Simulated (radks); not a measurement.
Results of a calculation; reference values are marked as such.
How relativity changes the ionisation of neutral tellurium ([Kr] 4d10 5s2 5p4) to Te+ ([Kr] 4d10 5s2 5p3). Spin-unpolarised spherical Kohn-Sham, PBE, point nucleus unless stated (finite: rms radius 4.7423 fm), a radial shooting solver on a logarithmic mesh with Libxc functionals. A level marked "c x" has the speed of light scaled by that factor and shares open shells by 2j + 1; other Dirac levels either fill j = l - 1/2 first or share by 2j + 1.

level                               E(Te) (hartree)  E(Te+) (hartree)  IE (eV)   HOMO  <r> HOMO (bohr)
non-rel.                                -6613.76831       -6613.40910    9.775     5p            2.689
scalar-rel.                             -6794.48165       -6794.12412    9.729     5p            2.672
scalar-rel., finite nucleus             -6794.27307       -6793.91553    9.729     5p            2.672
Dirac, 2j+1 shares                      -6796.80309       -6796.44479    9.750  5p3/2            2.715
Dirac, low j first                      -6796.82243       -6796.47875    9.352  5p3/2            2.723
Dirac, 2j+1 shares, finite nucleus      -6796.59382       -6796.23552    9.750  5p3/2            2.715
Dirac, c x 1.5                          -6691.85423       -6691.49554    9.761  5p3/2            2.700
Dirac, c x 3                            -6632.84028       -6632.48121    9.771  5p3/2            2.691
Dirac, c x 10                           -6615.47300       -6615.11380    9.774  5p3/2            2.689

NIST Atomic Spectra Database: 9.010 eV (measured). The relativistic part of the total energy of Te is -182.8 hartree (Dirac, 2j+1 shares, finite nucleus), 2.8 % of the non-relativistic value. Spin polarisation and multiplet splitting of open shells are left out at every level.

Beside tabulated values, note that relativity, absent from the non-relativistic runs, is large for the heavy elements, and spin-unpolarised runs miss the spin-polarisation part of the exchange energy of open shells.
